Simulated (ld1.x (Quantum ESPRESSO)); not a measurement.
## u(r) = r·R(r): atom against pseudo-atom (Be)

Columns: radius, all-electron u(r) and pseudo u(r) of the 1s shell (level -106.20 eV) of beryllium in the configuration 1s2 2s2 2p0; PBE, non-relativistic, TM scheme, ld1.x (Quantum ESPRESSO) 7.5.

```json
{"r (bohr)": "0.210", "all-electron": "1.3522", "pseudo": "1.3870"}
{"r (bohr)": "0.420", "all-electron": "1.2396", "pseudo": "1.2396"}
{"r (bohr)": "0.630", "all-electron": "0.8808", "pseudo": "0.8808"}
{"r (bohr)": "0.840", "all-electron": "0.5695", "pseudo": "0.5695"}
{"r (bohr)": "1.050", "all-electron": "0.3504", "pseudo": "0.3504"}
{"r (bohr)": "1.260", "all-electron": "0.2101", "pseudo": "0.2101"}
{"r (bohr)": "1.470", "all-electron": "0.1243", "pseudo": "0.1243"}
{"r (bohr)": "1.680", "all-electron": "0.0727", "pseudo": "0.0727"}
{"r (bohr)": "1.890", "all-electron": "0.0422", "pseudo": "0.0422"}
{"r (bohr)": "2.100", "all-electron": "0.0243", "pseudo": "0.0243"}
{"r (bohr)": "2.310", "all-electron": "0.0139", "pseudo": "0.0139"}
{"r (bohr)": "2.520", "all-electron": "0.0080", "pseudo": "0.0080"}
{"r (bohr)": "2.730", "all-electron": "0.0045", "pseudo": "0.0045"}
{"r (bohr)": "2.940", "all-electron": "0.0026", "pseudo": "0.0026"}
{"r (bohr)": "3.150", "all-electron": "0.0015", "pseudo": "0.0015"}
{"r (bohr)": "3.360", "all-electron": "0.0008", "pseudo": "0.0008"}
{"r (bohr)": "3.570", "all-electron": "0.0005", "pseudo": "0.0005"}
{"r (bohr)": "3.780", "all-electron": "0.0003", "pseudo": "0.0003"}
{"r (bohr)": "3.990", "all-electron": "0.0001", "pseudo": "0.0001"}
{"r (bohr)": "4.200", "all-electron": "0.0001", "pseudo": "0.0001"}
{"r (bohr)": "4.410", "all-electron": "0.0000", "pseudo": "0.0000"}
{"r (bohr)": "4.620", "all-electron": "0.0000", "pseudo": "0.0000"}
{"r (bohr)": "4.830", "all-electron": "0.0000", "pseudo": "0.0000"}
{"r (bohr)": "5.040", "all-electron": "0.0000", "pseudo": "0.0000"}
{"r (bohr)": "5.250", "all-electron": "0.0000", "pseudo": "0.0000"}
{"r (bohr)": "5.460", "all-electron": "0.0000", "pseudo": "0.0000"}
```

Question: How many radial nodes do the two functions have?

Answer: The all-electron 1s function has n − l − 1 = 0; the pseudo-wave has 0.

Question: At about which radius was the pseudo-wave matched?

Answer: 0.40 bohr, where the columns begin to agree (steps of 0.21 bohr).

Question: Is the pseudo-wave norm-conserving?

Answer: Yes: the TM scheme keeps the norm inside the radius equal to the all-electron one, which fixes the energy derivative of the logarithmic derivative at the level.
